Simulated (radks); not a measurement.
Results of a calculation; reference values are marked as such.
All-electron atom: Fe V in [Ne] 3s2 3p5 3d4 4f1 (not the ground configuration). Level of theory: Dirac Kohn-Sham, LDA (Slater exchange, VWN5 correlation), spin-unpolarised, spherical densities, finite nucleus; open shells fill j = l - 1/2 first; Fermi nuclear charge, rms radius 3.7377 fm (a radial shooting solver on a logarithmic mesh with Libxc functionals).

Unscreened Slater integrals over Kohn-Sham orbitals (cm^-1). Large and small components are both included. Empty in this configuration: 3d5/2.

F0(4f5/2,4f5/2): 58988
F2(4f5/2,4f5/2): 31837
F4(4f5/2,4f5/2): 20966
F0(4f5/2,3d3/2): 74823
F2(4f5/2,3d3/2): 11464
G1(4f5/2,3d3/2): 5677.4
G3(4f5/2,3d3/2): 3261.3
F0(4f5/2,3p3/2): 74975
F2(4f5/2,3p3/2): 10388
G2(4f5/2,3p3/2): 2874.3
G4(4f5/2,3p3/2): 1861.1
F0(4f5/2,3p1/2): 74984
G2(4f5/2,3p1/2): 2786.8
F0(4f5/2,3d5/2): 74819
F2(4f5/2,3d5/2): 11513
F4(4f5/2,3d5/2): 4375.0
G1(4f5/2,3d5/2): 5718.0
G3(4f5/2,3d5/2): 3285.0
G5(4f5/2,3d5/2): 2251.7
F0(3d3/2,3d3/2): 231310
F2(3d3/2,3d3/2): 111430
F0(3d3/2,3p3/2): 235960
F2(3d3/2,3p3/2): 114340
G1(3d3/2,3p3/2): 139520
G3(3d3/2,3p3/2): 86324
F0(3d3/2,3p1/2): 237080
G1(3d3/2,3p1/2): 140600
F0(3d3/2,3d5/2): 230980
F2(3d3/2,3d5/2): 111300
G2(3d3/2,3d5/2): 111200
G4(3d3/2,3d5/2): 70112
F0(3p3/2,3p3/2): 242810
F2(3p3/2,3p3/2): 122210
F0(3p3/2,3p1/2): 243960
G2(3p3/2,3p1/2): 122670
F0(3p3/2,3d5/2): 235630
F2(3p3/2,3d5/2): 114230
G1(3p3/2,3d5/2): 139490
G3(3p3/2,3d5/2): 86300
F0(3p1/2,3p1/2): 245130
F0(3p1/2,3d5/2): 236750
G3(3p1/2,3d5/2): 86783
F0(3d5/2,3d5/2): 230660
F2(3d5/2,3d5/2): 111170
F4(3d5/2,3d5/2): 70096
